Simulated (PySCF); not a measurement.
Spin states and ions at one geometry of [PbF3]+

PySCF 2.14.0, RKS TPSS, Pb def2-SVP with ECP60, F def2-SVP; non-relativistic Hamiltonian with scalar-relativistic core potentials where named; density fitting; no spin-orbit coupling; singlets restricted, open shells unrestricted. The geometry is relaxed for charge +1, singlet, vacuum:

```xyz
4

Pb   -0.0580    0.0001   -0.0115
F     1.9475   -0.0020   -0.0106
F    -0.9430    1.7951   -0.0118
F    -0.9464   -1.7933   -0.0118
```

Energies count from the relaxed state; an electron taken off or put on is at rest in vacuum. Charges and spins are Mulliken's.

```csv
state,energy (eV),spin squared,charge on Pb1 (e),spin on Pb1 (e),dipole about the centre of mass (D)
"charge +1, singlet, vacuum",0.00,0.00,1.59,0.00,0.46
"charge +2, doublet, vacuum",19.99,0.75,1.87,-0.06,0.03
"charge 0, doublet, vacuum",-10.12,0.75,1.08,0.36,0.43
```

What does the state charge +1, triplet, vacuum give?

energy (eV) 2.21, spin squared 2.01, charge on Pb1 (e) 1.40, spin on Pb1 (e) 0.37, dipole about the centre of mass (D) 0.30.

With an electron taken off (doublet) the charges change, summed by element, by Pb +0.28 e, F +0.72 e. The vertical ionisation energy is 19.99 eV, against −ε(HOMO) = 16.20 eV of the relaxed state. The level lies 3.8 eV too high, as is usual for semilocal functionals and global hybrids, which keep a self-interaction error.

With an electron put on (doublet) the charges change, summed by element, by Pb -0.51 e, F -0.49 e. The vertical electron affinity is 10.12 eV, against −ε(LUMO) = 13.71 eV of the relaxed state.

Open shells may have lower solutions than those found. Hard to converge, so the more doubtful: charge +1, triplet, vacuum; charge +2, doublet, vacuum.

No frequency check is given that shows the relaxed geometry to be a minimum.
